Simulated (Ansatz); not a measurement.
Geometry optimisation, Ansatz 0.2.0, DFT PBE, scalar-relativistic, plane waves, PAW.

input.yaml

```yaml
crystal:
  lattice:
    - [7.398, 0.0, 0.0]
    - [-3.699, 6.406856, 0.0]
    - [0.0, 0.0, 12.0]
  atoms:
    - { symbol: C, position: [0.0, 0.0, 0.0833333] }
    - { symbol: C, position: [0.2222222, 0.1111111, 0.0833333] }
    - { symbol: C, position: [0.0, 0.3333333, 0.0833333] }
    - { symbol: C, position: [0.2222222, 0.4444444, 0.0833333] }
    - { symbol: C, position: [0.0, 0.6666667, 0.0833333] }
    - { symbol: C, position: [0.2222222, 0.7777778, 0.0833333] }
    - { symbol: C, position: [0.3333333, 0.0, 0.0833333] }
    - { symbol: C, position: [0.5555556, 0.1111111, 0.0833333] }
    - { symbol: C, position: [0.3333333, 0.3333333, 0.0833333] }
    - { symbol: C, position: [0.5555556, 0.4444444, 0.0833333] }
    - { symbol: C, position: [0.3333333, 0.6666667, 0.0833333] }
    - { symbol: C, position: [0.5555556, 0.7777778, 0.0833333] }
    - { symbol: C, position: [0.6666667, 0.0, 0.0833333] }
    - { symbol: C, position: [0.8888889, 0.1111111, 0.0833333] }
    - { symbol: C, position: [0.6666667, 0.3333333, 0.0833333] }
    - { symbol: C, position: [0.8888889, 0.4444444, 0.0833333] }
    - { symbol: C, position: [0.6666667, 0.6666667, 0.0833333] }
    - { symbol: C, position: [0.8888889, 0.7777778, 0.0833333] }
    - { symbol: Li, position: [0.9019814, 0.7786687, 0.2575], spin: 1.0 }
magnetization:
  spin_polarized: true
basis:
  ecutwfc: 420.0
kpoints:
  mp_grid: { grid: [2, 2, 1] }
hamiltonian:
  xc: pbe
scf:
  occupations: { method: gaussian, width: 0.05 }
  lower_state_search: "off"
relax:
  f_tol: 0.03
  max_steps: 60
  adjacent_minimum: "off"
```

Launched with:

```bash
$ ansatz run input.yaml --threads 2 --pin off --max-ram 5120MiB --backend cpu --events-out ev --progress --plain --runs-dir out
```

Where does it end, and by what steps?

The forces met the threshold. Limits of this set-up: slab without dipole correction. After 9 steps the energy has fallen by 0.478 eV; Li19 moved furthest, 1.33 Å. Joined: C2–Li19 (3.19 → 2.20 Å), C6–Li19 (3.16 → 2.20 Å), C7–Li19 (3.47 → 2.20 Å).

```tsv
step	energy less start (eV)	largest force component (eV/Å)	accepted
0	0.0000	0.698	yes
1	-0.0923	0.254	yes
2	-0.1027	0.054	yes
3	-0.1259	0.146	yes
4	-0.1758	0.254	yes
5	-0.2535	0.321	yes
6	-0.3439	0.339	yes
7	-0.4266	0.255	yes
8	-0.4760	0.061	yes
9	-0.4784	0.004	yes
```

```xyz
19
Lattice="7.3980 0.0000 0.0000 -3.6990 6.4069 0.0000 0.0000 0.0000 12.0000" Properties=species:S:1:pos:R:3
C -0.066 -0.034 1.015
C 1.173 0.682 1.015
C -1.293 2.099 1.026
C -0.060 2.810 1.026
C -2.526 4.227 1.014
C -1.287 4.943 1.015
C 2.412 -0.033 1.016
C 3.645 0.678 1.027
C 1.173 2.105 1.027
C 2.406 2.810 1.026
C -0.054 4.231 1.027
C 1.173 4.946 1.026
C 4.872 -0.037 1.026
C 6.100 0.678 1.027
C 3.639 2.099 1.026
C 4.872 2.804 1.027
C 2.401 4.231 1.026
C 3.633 4.942 1.014
Li 4.869 5.656 2.682
```

Run time: 63 s on 2 threads of AMD EPYC 7B13 (Zen 3), on a shared host, peak memory 0.97 GiB.
